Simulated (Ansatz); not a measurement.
## Redistribution: CHBr2I + CHBrCl2 → CH2BrI + CBr2Cl2

Gas-phase species: CHBr2I (dibromoiodomethane) `BrC(Br)I`, singlet; CHBrCl2 (bromodichloromethane) `ClC(Cl)Br`, singlet; CH2BrI (bromoiodomethane) `BrCI`, singlet; CBr2Cl2 (dibromodichloromethane) `ClC(Cl)(Br)Br`, singlet. The partners trade Br for H; both sit on C, so the bond types are kept.

Shapes, held fixed at every level: PBE0-D4/def2-TZVP. Programs: Ansatz 0.2.0. The zero-point and thermal change to 298 K, harmonic and unscaled (PBE0-D4/def2-TZVP), is -2.1 kJ/mol.

| level | kind | ΔH(298 K) (kJ/mol) | less CCSD(T)/def2-TZVPP |
| --- | --- | --- | --- |
| PBE-D4/def2-TZVPP | GGA | +11.6 | -1.3 |
| r2SCAN-D4/def2-TZVPP | meta-GGA | +11.7 | -1.2 |
| BHLYP-D4/def2-TZVPP | global hybrid | +15.4 | +2.5 |
| wB97M-V/def2-TZVPP | range-separated hybrid | +11.2 | -1.7 |
| MP2/def2-TZVPP | perturbation theory | +11.1 | -1.8 |
| CCSD/def2-TZVPP | coupled cluster or CI | +14.5 | +1.6 |
| CCSD(T)/def2-TZVPP | coupled cluster or CI | +12.9 | 0.0 |

The highest level, CCSD(T)/def2-TZVPP, gives ΔH(298 K) = +12.9 kJ/mol; the levels span +11.1 to +15.4. The column of differences is taken from that level and isn't an error. No measured value is set beside it here. For atoms past krypton def2 sets carry core potentials with scalar relativity. Relativity is left out for Br. Outer-core shells of Br, I are correlated, in sets that cover them unevenly.
